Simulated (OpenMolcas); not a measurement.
## 5d³ along the 71-electron sequence

| Quantity | Value |
| --- | --- |
| Program | OpenMolcas |
| Method | MS-CASPT2, IPEA 0.25 Eh, imaginary shift 0.1 Eh |
| Basis | ANO-RCC-VTZP |
| Scalar Hamiltonian | DKH2, point nucleus |
| Spin-orbit coupling | RASSI with atomic mean-field integrals over the reference wave functions, term energies averaged over their components |

Active space for each ion: 3 electrons in 5 orbitals (5d); closed shells correlated by CASPT2: 5s 5p.

Computed levels in cm-1 above ⁴F_3/2:

| Level | Re4+ | Os5+ | Ir6+ | Pt7+ |
| --- | --- | --- | --- | --- |
| ⁴F_5/2 | 4920 | 6550 | 8490 | 10520 |
| ⁴F_7/2 | 9110 | 11680 | 14640 | 17610 |
| ⁴P_1/2 | 14930 | 17360 | 20030 | 22830 |
| ²G_7/2 | 19620 | 23450 | 28030 | 32690 |
| ²H_9/2 | 20700 | 24720 | 29580 | 34600 |
| ⁴P_5/2 | 21570 | 25520 | 29920 | 34420 |
| ²P_1/2 | 24610 | 29690 | 35330 | 41120 |
| ²H_11/2 | 28140 | 33140 | 39000 | 44900 |
| ²D_5/2(1) | 29920 | 35470 | 41770 | 48030 |
| weight of ⁴F in the lowest level (%) | 85 | 82 | 78 | 75 |

Mixed levels, with the weight of the term that names them: Re4+ ⁴P_1/2 (67 %), Re4+ ²H_9/2 (56 %), Re4+ ²P_1/2 (67 %), Os5+ ⁴P_1/2 (67 %), Os5+ ²H_9/2 (56 %), Os5+ ²P_1/2 (67 %), Ir6+ ⁴P_1/2 (67 %), Ir6+ ²H_9/2 (55 %), Ir6+ ²P_1/2 (67 %), Pt7+ ⁴P_1/2 (67 %), Pt7+ ²G_7/2 (73 %), Pt7+ ²H_9/2 (54 %), Pt7+ ²P_1/2 (67 %).

Measured, with the error of the calculation in %. Measured levels: Re4+ from the list in Brasseur, Gamrath and Quinet, At. Data Nucl. Data Tables 157, 101636 (2024); Os5+ from the list in Brasseur, Palmeri and Quinet, Atoms 13, 11 (2025).

```json
{"Level": "⁴F_5/2", "Re4+": "4853 (+1.4)", "Os5+": "6397 (+2.3)"}
{"Level": "⁴F_7/2", "Re4+": "8973 (+1.6)", "Os5+": "11444 (+2.0)"}
{"Level": "⁴P_1/2", "Re4+": "14325 (+4.2)", "Os5+": "16772 (+3.5)"}
{"Level": "²G_7/2", "Re4+": "19013 (+3.2)", "Os5+": "22920 (+2.3)"}
{"Level": "²H_9/2", "Re4+": "19967 (+3.7)", "Os5+": "24028 (+2.9)"}
{"Level": "⁴P_5/2", "Re4+": "20922 (+3.1)", "Os5+": "24828 (+2.8)"}
{"Level": "²P_1/2", "Re4+": "23669 (+4.0)", "Os5+": "28860 (+2.9)"}
{"Level": "²H_11/2", "Re4+": "27077 (+3.9)", "Os5+": "32156 (+3.0)"}
{"Level": "²D_5/2(1)", "Re4+": "28739 (+4.1)", "Os5+": "34418 (+3.1)"}
```

The fine-structure level ⁴F_7/2 changes by a factor of 1.93 from Re4+ to Pt7+. Its fourth root runs 9.77, 10.40, 11.00, 11.52, with steps per unit of Z of 0.63, 0.60, 0.52; equal steps would mean a (Z - σ)^4 law with constant σ.

⁴P_1/2 changes by a factor of 1.53 over the same range, with steps per unit of Z of +2430, +2670, +2800 cm-1.

CASPT2 breaks the degeneracy within a term, and the mean is taken; among the terms shown or strongly mixed into the levels shown the widest spread is 510 cm-1 (5d³ ⁴F, Ir6+). Terms from blocks run as CI alone lack orbitals of their own. Measured partners are found by configuration, term and J. A level has none where our copy of the source lacks it or the pairing is in doubt (some pairs that miss far off the trend of their configuration count as doubtful), and it then counts in no deviation. Levels of configurations outside the active space are missing.

A number in round brackets counts repeated terms of one configuration in the order of the reference energies.
